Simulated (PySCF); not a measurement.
Isomers of C5H7NSi, one GFN2-xTB conformer each. Single-point energies are computed at PBE0/pcSseg-1 (PySCF, gas phase, no added dispersion term), electronic only.

```tsv
SMILES	GFN2-xTB relative energy (kcal/mol)
[SiH3]c1ccncc1	0.0
C=C1C[C@@H](C#N)[SiH2]1	43.7
```

Question: What does PBE0/pcSseg-1 give for the same structures?

Answer: 
```
                 SMILES  PBE0/pcSseg-1 E (Eh)  PBE0/pcSseg-1 (kcal/mol)  GFN2-xTB (kcal/mol)  point group
         [SiH3]c1ccncc1            -538.51093                       0.0                  0.0      near Cs
C=C1C[C@@H](C#N)[SiH2]1            -538.46003                      31.9                 43.7           C1
```

Both levels put the same isomer lowest. As drawn, the lower has an aromatic ring, which the higher lacks; the higher has a four-membered ring, a C≡N group and a C=C bond outside aromatic rings, which the lower lacks.

Question: Which frontier levels, dipoles and rotational constants go with these structures?

Answer: 
```csv
SMILES,"HOMO (eV, PBE0/pcSseg-1)",LUMO (eV),dipole (D),"A, B, C (MHz)"
[SiH3]c1ccncc1,-7.38,-1.16,1.93,"5755, 1493, 1202"
C=C1C[C@@H](C#N)[SiH2]1,-7.97,-0.99,4.58,"4397, 1503, 1248"
```
